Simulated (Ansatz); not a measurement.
Ideal-gas functions of FH₅SSi₂ (`F[SiH2][SiH2]S`) at 298.15 K and 1 bar, from an Ansatz frequency run at PBE0-D4/def2-TZVP.

Molar mass 112.28 g/mol, point group C1 (symmetry number 1), electronic degeneracy 1, moments of inertia 91.962, 290.761, 352.588 u Å². Harmonic wavenumbers (cm⁻¹, unscaled): 43, 94, 188, 202, 402, 414, 516, 539, 622, 722, 761, 831, 847, 886, 924, 948, 2207, 2221, 2230, 2237, 2704.

Use S(trans) = R[1.5 ln M + 2.5 ln T − 1.1517]; rotational temperatures θ = 24.2544 K / I; S(rot) = R[ln(√π/σ · √(T³/θAθBθC)) + 1.5]; for each mode x = 1.438777 ν̃/T, S = R[x/(eˣ − 1) − ln(1 − e⁻ˣ)] and H = RT x/(eˣ − 1); 1 cm⁻¹ = 0.0119627 kJ/mol; R = 8.31446 J/(mol·K).

By hand: the entropy, in J/(mol·K).

Translation 167.7. Rotation: θ = 0.2637, 0.0834, 0.0688 K, giving 115.3. Vibration, mode by mode: 21.40, 14.96, 9.40, 8.85, 4.00, 3.82, 2.59, 2.37, 1.73, 1.18, 1.01, 0.77, 0.72, 0.62, 0.53, 0.48, 0.00, 0.00, 0.00, 0.00, 0.00, in all 74.4. Electronic 0.0. Sum 357.4 J/(mol·K).

By hand: H − E and G − E in kJ/mol, counted from the electronic energy.

Zero-point energy ½ × 20538 × 0.0119627 = 122.8; thermal vibration 11.5; translation, rotation and pV give 4 RT = 9.9. H − E = 144.2 kJ/mol, and G − E = 144.2 − 298.15 × 357.4/1000 = 37.6 kJ/mol.

Vibration gives 21 % of the entropy, 36.4 J/(mol·K) of it from the modes under 150 cm⁻¹: soft modes count most, and the harmonic formula is weakest for them. The sum counts one conformer and one mirror image; others add a mixing term.
